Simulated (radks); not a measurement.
Problem. Xe XLVI, 9 electrons, occupied as [He] 2s2 2p5. Calculated with a radial shooting solver on a logarithmic mesh with Libxc functionals: scalar-relativistic Kohn-Sham, PBE, spin-polarised, spherical densities, finite nucleus; open shells are filled with parallel spins first (spin-orbit coupling, left out, can overturn this in heavy ions); Fermi nuclear charge, rms radius 4.7859 fm. Some entries of the table are withheld. Estimate them.

| orbital | occ. | eigenvalue (eV) | <r> (bohr) |
|---|---|---|---|
| 1s up | 1 | -37718.92 | 0.02662 |
| 1s down | 1 | -37708.65 | 0.02662 |
| 2s up | 1 | -8403.403 | 0.1117 |
| 2s down | 1 | -8387.236 | 0.1117 |
| 2p up | 3 | -7909.012 | 0.09715 |
| 2p down | 2 | -7889.545 | 0.09726 |
| 3s up | 0 | (1) | 0.2643 |
| 3s down | 0 | (2) | 0.2645 |
| 3p up | 0 | -3346.127 | (3) |
| 3p down | 0 | -3341.205 | (4) |

Solution. 
(1) 3s up eigenvalue (eV): -3496.759
(2) 3s down eigenvalue (eV): -3492.409
(3) 3p up <r> (bohr): 0.2544
(4) 3p down <r> (bohr): 0.2547
